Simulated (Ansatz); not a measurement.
Mulliken charges of C$_{2}$H$_{3}$Cl$_{2}$FSi (`C=C[Si](F)(Cl)Cl`) from B3LYP/def2-TZVPP in Ansatz (PBE0-D4/def2-TZVP geometry).

```json
{"atom": "C1", "x (Å)": "1.205", "y (Å)": "-0.903", "z (Å)": "0.545", "charge (e)": "-0.187"}
{"atom": "C2", "x (Å)": "0.522", "y (Å)": "0.238", "z (Å)": "0.505", "charge (e)": "-0.218"}
{"atom": "Si3", "x (Å)": "-0.953", "y (Å)": "0.444", "z (Å)": "-0.561", "charge (e)": "0.780"}
{"atom": "F4", "x (Å)": "-1.223", "y (Å)": "-0.904", "z (Å)": "-1.349", "charge (e)": "-0.290"}
{"atom": "Cl5", "x (Å)": "-0.689", "y (Å)": "1.921", "z (Å)": "-1.931", "charge (e)": "-0.213"}
{"atom": "Cl6", "x (Å)": "-2.614", "y (Å)": "0.870", "z (Å)": "0.529", "charge (e)": "-0.213"}
{"atom": "H7", "x (Å)": "2.079", "y (Å)": "-1.024", "z (Å)": "1.177", "charge (e)": "0.119"}
{"atom": "H8", "x (Å)": "0.918", "y (Å)": "-1.763", "z (Å)": "-0.052", "charge (e)": "0.119"}
{"atom": "H9", "x (Å)": "0.843", "y (Å)": "1.076", "z (Å)": "1.119", "charge (e)": "0.104"}
```

**Question.** By hand: the dipole of these point charges (1 e Å = 4.8032 D).

**Answer.** Σ q r = (0.420, -0.089, 0.291) e Å, of length 0.519 e Å = 2.49 D.

**Question.** How does the dipole of the full density compare? (Estimate.)

**Answer.** Ansatz gave: (0.370, -0.064, 0.262) e Å, 2.20 D; the point charges give 1.13 times that, at 2° from its direction.

Point charges leave out the atoms' own dipoles, such as those of lone pairs, and Mulliken's split depends on the basis, so the close match here is no proof of good charges.

B3LYP here is the variant with VWN-RPA as its local correlation; programs differ in this.
